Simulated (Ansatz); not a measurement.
This Ansatz (a first-principles code) input (wB97M-V/aug-pcseg-3) gives -56.55581 Eh with 232 basis functions. A basis named .json is the Basis Set Exchange file of that set (core-valence sets with the plain set on hydrogen).

Ansatz 0.2 input:
```yaml
crystal:
  periodic: [false, false, false]
  atoms:
    - {symbol: N, position_ang: [0.95240930, -1.58783070, 2.45141565]}
    - {symbol: H, position_ang: [1.57941018, -1.07116692, 3.05740418]}
    - {symbol: H, position_ang: [0.12353136, -1.81419853, 2.98986435]}
    - {symbol: H, position_ang: [1.40723241, -2.46052669, 2.20820663]}
basis:
  gaussian:
    orbitals: aug-pcseg-3
hamiltonian:
  xc: {name: wB97M-V}
magnetization: {spin_polarized: false}
```

Change:
```diff
- orbitals: aug-pcseg-3
+ orbitals: def2-TZVPPD.json
```

Q: What does the run give now?

A: -56.55304 Eh (wB97M-V/def2-TZVPPD, 88 functions), a change of +2.77 mEh.
